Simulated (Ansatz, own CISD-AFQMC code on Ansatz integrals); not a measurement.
CH6Si2, SMILES `C1[SiH2][SiH2]1` (charge 0, multiplicity 1).

Z-matrix (Å, degrees):
```
C
H 1 1.0878
H 1 1.0878 2 111.32
Si 1 1.8972 2 117.03 3 -138.32
H 4 1.4816 1 116.22 2 136.39
H 4 1.4816 5 113.07 1 138.16
Si 1 1.8972 2 117.03 3 138.32
H 7 1.4816 1 116.22 2 0.45
H 7 1.4816 8 113.07 1 138.16
```
Charge 0, spin multiplicity 1.

Frozen-core correlation energies in cc-pVDZ at a geometry from PBE0-D3(BJ)/def2-TZVP, on an HF energy of -619.16903 Ha (<S^2> = 0.00). Wave-function levels are from Ansatz, the walk from an own CISD-AFQMC code on Ansatz integrals (time step 0.005/Ha, trial state from CCSD amplitudes, largest double 0.06).

```json
[
 {"level": "MP2", "correlation energy (mHa)": "-343.1"},
 {"level": "CCSD", "correlation energy (mHa)": "-394.5"},
 {"level": "CCSD(T)", "correlation energy (mHa)": "-407.1"}
]
```

**Question.** What correlation energy does phaseless AFQMC give, and where does it lie among these levels?

**Answer.** -409.2 ± 0.4 mHa (one standard error). AFQMC minus each level: MP2 -66.1 mHa, CCSD -14.7 mHa, CCSD(T) -2.1 mHa.
